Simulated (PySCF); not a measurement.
**NbNCl2, singlet: computed properties**

All numbers come from PBE0 in PySCF with Nb def2-SVP with ECP28, N def2-SVP, Cl def2-SVP; scalar-relativistic core potentials, no spin–orbit coupling; density-fitted integrals.

The structure is a minimum.

Coordinates in bohr (charge 0 multiplicity 1):
```
Nb    0.0033   -0.7236    0.0000
N     2.8577   -1.9282    0.0000
Cl   -0.5708    1.3708   -3.8100
Cl   -0.5708    1.3708    3.8100
```

| Quantity | Value |
| --- | --- |
| Point group | Cs |
| Bond lengths | Nb–Cl 2.321 Å (×2), Nb–N 1.640 Å |
| Bond angles | Cl–Nb–Cl 120.6°, Cl–Nb–N 107.8° (×2) |
| Entropy at 298.15 K and 1 bar | 332.7 J/(mol K) |
| Principal quadrupole moments (Buckingham, traceless) about the centre of mass | -6.87, -5.79, 12.66 D Å |
| Enthalpy at 298.15 K above 0 K | 16.54 kJ/mol |
| Principal polarisabilities | 36.5, 58.6, 70.0 bohr³ |
| Lowest empty level | -3.94 eV |
| Atomisation energy without zero-point energy | 1450 kJ/mol |
| Zero-point energy | 14.7 kJ/mol |
| Highest occupied level | -8.31 eV |
| Heat capacity Cp at 298.15 K | 69.8 J/(mol K) |
| Rotational constants | 0.163, 0.05682, 0.04492 cm⁻¹ |
| Dipole moment | 4.14 D |
| Rotational symmetry number | 1 |

Harmonic modes (masses in u: Nb 92.906, N 14.003, Cl 34.969):
```tsv
symmetry	ω (cm⁻¹)	IR (km/mol)	μ (u)
a'	70	17.9	39.83
a'	164	22.2	22.26
a''	246	0.2	16.55
a'	387	28.9	38.62
a''	437	112	43.57
a'	1162	110	15.76
```

Charges (e):
```csv
atom,Mulliken,Löwdin,polar tensor,Mayer order to Nb1
Nb1,0.69,-0.21,1.78,–
N2,-0.19,-0.03,-0.67,3.04
"Cl3,4",-0.25,0.12,-0.56,1.20
```

Mulliken populations on Nb1 (electrons outside its core potential): s 2.25, p 6.47, d 3.52, f 0.07.

Formally Nb is in oxidation state +5, d0. The polar-tensor charge on Nb, 1.78, is far below the formal one.

Stability towards spin polarisation was not tested. Other isomers or separated fragments may lie lower.

The final relaxation and frequency run took 52 s on 2 threads of a shared Arm Neoverse V2 host, with 81 basis functions and 18 gradients; the process peaked at 0.95 GiB. Launch command: `OMP_NUM_THREADS=2 python axn.py task.json out`.
